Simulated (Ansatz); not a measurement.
Geometry optimisation, RKS LDA/6-31G* (Ansatz).

The input (input.yaml):

```yaml
crystal:
  periodic: [false, false, false]
  atoms:
    - { symbol: F, position_ang: [-1.0186, -0.8701, -1.4376] }
    - { symbol: C, position_ang: [-0.8326, -0.1768, -0.2723] }
    - { symbol: Si, position_ang: [-1.2108, 1.6381, -0.5538] }
    - { symbol: Cl, position_ang: [-1.9522, -0.7703, 0.9174] }
    - { symbol: C, position_ang: [0.5049, -0.5161, 0.1852] }
    - { symbol: C, position_ang: [1.39411, -1.06486, 0.97216] }
    - { symbol: C, position_ang: [1.89709, -0.34431, -0.17349] }
    - { symbol: H, position_ang: [-2.5277, 1.9081, -1.0298] }
    - { symbol: H, position_ang: [-0.996, 2.4512, 0.7509] }
    - { symbol: H, position_ang: [-0.2546, 2.238, -1.5252] }
    - { symbol: H, position_ang: [1.65478, -1.62533, 1.82137] }
    - { symbol: H, position_ang: [2.26508, -0.93989, -1.00745] }
    - { symbol: H, position_ang: [2.23783, 0.64825, -0.03206] }
basis:
  gaussian: { orbitals: "6-31G*" }
hamiltonian:
  xc: lda
relax:
  f_tol: 0.015
  max_steps: 40
```

Launched with:

```bash
$ ansatz run input.yaml --threads 2 --pin off --max-ram 3072MiB --backend cpu --events-out ev --progress --plain --runs-dir out
```

Problem. Where does it end, and by what steps?

Solution. The forces met the threshold. After 12 steps the energy has fallen by 0.542 eV; H11 moved furthest, 0.77 Å.

```tsv
step	energy less start (eV)	largest force component (eV/Å)	accepted
0	0.0000	1.714	yes
1	-0.4521	0.565	yes
2	-0.5065	0.233	yes
3	-0.5137	0.140	yes
4	-0.5193	0.309	yes
5	-0.5296	0.138	yes
6	-0.5336	0.145	yes
7	-0.5368	0.160	yes
8	-0.5391	0.113	yes
9	-0.5408	0.099	yes
10	-0.5415	0.061	yes
11	-0.5418	0.038	yes
12	-0.5419	0.011	yes
```

```xyz
13
Properties=species:S:1:pos:R:3
F -1.034 -0.688 -1.654
C -0.851 -0.221 -0.380
Si -1.186 1.662 -0.368
Cl -2.087 -0.991 0.694
C 0.490 -0.516 0.086
C 1.352 -0.733 1.038
C 1.939 -0.500 -0.322
H -2.536 1.887 -0.973
H -1.127 2.153 1.045
H -0.125 2.325 -1.195
H 1.553 -0.912 2.095
H 2.336 -1.349 -0.905
H 2.438 0.460 -0.547
```

Time of the run: 51 s on 2 threads of Arm Neoverse N1, with other jobs on the host, peak memory 0.18 GiB.
